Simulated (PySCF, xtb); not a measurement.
SiH3Br, SMILES [SiH3]Br.

GFN2-xTB (xtb 6.7.1) at its own geometry gives an orbital gap of 5.58 eV and a dipole moment of 5.45 D.

Geometry optimised at B3LYP-D3(BJ)/def2-TZVP.

Q: What does M06-2X/def2-TZVPD in PySCF give? (Estimate from the structure and the level; the computed values follow.)

A: gap 9.70 eV (levels -9.65 and 0.05 eV), dipole 1.53 D.
